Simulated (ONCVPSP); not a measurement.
Transferability test, ONCV potential for tin

```
Element                 : tin
Generator               : ONCVPSP 4.0.1
Type                    : optimised norm-conserving Vanderbilt (ONCV)
Functional              : LDA (Perdew-Wang 92)
Relativity              : scalar-relativistic
Frozen core             : [Ar] 3d10
Valence charge          : 22
Reference configuration : 4s2 4p6 4d10 5s1 (charge +3)
Partial waves           : 4s+5s: rc 1.40 bohr, ncon 4, nbas 9, qcut 6.7 1/bohr, 3 projectors, debl 3.2 Ha; 4p: rc 1.25 bohr, ncon 4, nbas 8, qcut 10.5 1/bohr, 1 projector; 4d: rc 1.30 bohr, ncon 5, nbas 10, qcut 12.1 1/bohr, 2 projectors, debl 3.4 Ha
Local potential         : polynomial inside 0.80 bohr (lpopt 5, dvloc0 1 Ha)
Core correction         : Teter function fitted to the true core (icmod 2), fcfact 0.3
```

Energies are relative to the spin-unpolarised reference configuration 4s2 4p6 4d10 5s1; without spin polarisation the order of configurations can differ from experiment.

| valence configuration | charge | ΔE all-electron (eV) | error AE − PS (meV) |
| --- | --- | --- | --- |
| 4s2 4p6 4d10 5s2 5p2 | 0 | -52.797 | +457 |
| 4s2 4p6 4d10 5s2 | +2 | -31.447 | +1.7 |
| 4s2 4p6 4d10 5s0 | +4 | 41.556 | -13 |

Problem. What are ΔE and the potential's error for 4s2 4p6 4d10 5s2 5p1?

Solution. ΔE = -45.705 eV all-electron; the error (AE − PS) is +305 meV.

Levels in the configuration 4s2 4p6 4d10 5s2:

```
level  all-electron (eV)  pseudo (eV)
   4s           -151.248     -151.179
   4p           -107.146     -107.133
   4d            -43.392      -43.395
   5s            -26.530      -26.523
```
